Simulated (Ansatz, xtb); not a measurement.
**Two isomers of F2H5Si3+**

Structure X: `F[SiH2][Si+](F)[SiH3]`, a singlet. Structure Y: `F[Si+](F)[SiH2][SiH3]`, a singlet. Both are isolated ions in the gas phase, relaxed with B3LYP-D3(BJ)/def2-SVP; the shapes shown needn't be the lowest conformers.

X (Å):

```xyz
10

F     3.1041   -1.1075   -1.8412
F     0.7472   -1.1643    1.9938
Si    2.1083   -2.0091   -0.9439
Si    1.7337   -0.5125    0.9102
Si    2.4412    1.6784    1.5591
H     2.7749   -3.2092   -0.3927
H     0.7953   -2.2178   -1.5925
H     3.3378    2.1286    0.4693
H     3.1109    1.4361    2.8623
H     1.1591    2.4207    1.6626
```

Y (Å):

```yaml
atoms:
  - { symbol: F, position_ang: [-0.0010, -0.7205, -1.7411] }
  - { symbol: F, position_ang: [2.4238, -1.3479, -2.4253] }
  - { symbol: Si, position_ang: [1.4387, -1.1072, -1.2107] }
  - { symbol: Si, position_ang: [2.0804, -1.1157, 1.0785] }
  - { symbol: Si, position_ang: [2.7712, 1.1282, 1.5221] }
  - { symbol: H, position_ang: [3.1210, -2.1742, 1.0064] }
  - { symbol: H, position_ang: [0.7952, -1.5852, 1.6588] }
  - { symbol: H, position_ang: [3.9058, 1.3872, 0.6024] }
  - { symbol: H, position_ang: [3.1536, 1.0961, 2.9553] }
  - { symbol: H, position_ang: [1.5881, 1.9755, 1.2344] }
```

**Question.** Estimate which is lower in electronic energy at CCSD(T)/def2-SVP + ΔMP2/def2-TZVPP, and by roughly how much.

**Answer.** The CCSD(T)/def2-SVP + ΔMP2/def2-TZVPP calculation puts structure Y lower, by 8.1 kcal/mol.

The same difference at several levels:

| level | geometry | E(Y) − E(X) (kcal/mol) | departure from the last row (kcal/mol) | job, with rough time for the two |
| --- | --- | --- | --- | --- |
| GFN2-xTB | GFN2-xTB | +18.8 | +26.8 | optimisation, 0.53 s |
| HF/STO-3G | GFN2-xTB | −13.9 | −5.9 | single point, 0.89 s |
| r2SCAN-D4/def2-SVP | GFN2-xTB | −8.9 | −0.8 | single point, 5.3 s |
| B3LYP-D3(BJ)/def2-SVP | B3LYP-D3(BJ)/def2-SVP | −6.6 | +1.4 | optimisation, 1.7 min |
| HF/def2-SVP | B3LYP-D3(BJ)/def2-SVP | −2.3 | +5.8 | part of the CCSD(T) run |
| MP2/def2-SVP | B3LYP-D3(BJ)/def2-SVP | −8.9 | −0.9 | part of the CCSD(T) run |
| CCSD(T)/def2-SVP | B3LYP-D3(BJ)/def2-SVP | −8.0 | +0.1 | single point |
| CCSD(T)/def2-SVP + ΔMP2/def2-TZVPP | B3LYP-D3(BJ)/def2-SVP | −8.1 |  | single point, 40 s |

As drawn, both hold the same kinds of bond in the same numbers.

GFN2-xTB puts the two in the other order. The largest departure from CCSD(T)/def2-SVP + ΔMP2/def2-TZVPP is that of GFN2-xTB, 26.8 kcal/mol. The last row adds to CCSD(T) the change of the MP2 difference between the two basis sets, here −0.1 kcal/mol.

With harmonic frequencies from B3LYP-D3(BJ)/def2-SVP (ideal gas, rigid rotor, one conformer each, 298.15 K, 1 atm): on the last row, ΔE + ΔZPE = −8.1 kcal/mol. A mode under 50 cm⁻¹ makes harmonic enthalpies and free energies unreliable, so none is given.

The correlated steps freeze 17 core orbitals. Programs: Ansatz 0.2.0, xtb 6.7.1; the last row on 2 threads of Intel(R) Xeon(R) Platinum 8259CL CPU @ 2.50GHz (Skylake/Cascade Lake) on a shared host.
